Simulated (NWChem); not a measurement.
A series in which one site is exchanged, each optimised at PBE0/def2-SVP with NWChem, gas phase unless a solvent is named. All stand in one matching conformer (torsions within 35°), which need not be the lowest. This build's default masses of Se (78.918 u) and Br (79.917 u) are each other's, which moves their modes by up to 0.6 %. Some are not confirmed as minima by frequencies. def2 effective core potentials on Cd, Te; no spin-orbit coupling.

A: [SiH3][Te]S (SiH4TeS; site = Te)
B: [Cd]([SH])[SiH3] (CdSiH4S; site = Cd)
C: S[Se][SiH3] (SiH4SeS; site = Se)
D: [SiH3][Be][SH] (BeSiH₄S; site = Be)

Values for A:

- dipole (D), PBE0/def2-SVP: 1.32
- orbital gap (eV), PBE0/def2-SVP: 4.65
- static polarisability, CAM-B3LYP/def2-SVPD (bohr³): 94.7
- lowest singlet excitation, CAM-B3LYP/def2-SVPD, TDA (eV): 3.16

Q: How do these values change for the other members?

A: 
```json
[
 {"change from A": "dipole (D), PBE0/def2-SVP", "B": "+0.23", "C": "-0.01", "D": "-0.35"},
 {"change from A": "orbital gap (eV), PBE0/def2-SVP", "B": "+1.11", "C": "+0.96", "D": "+1.70"},
 {"change from A": "static polarisability, CAM-B3LYP/def2-SVPD (bohr³)", "B": "-3.8", "C": "-15.1", "D": "-24.3"},
 {"change from A": "lowest singlet excitation, CAM-B3LYP/def2-SVPD, TDA (eV)", "B": "+1.76", "C": "+0.79", "D": "+1.95"}
]
```
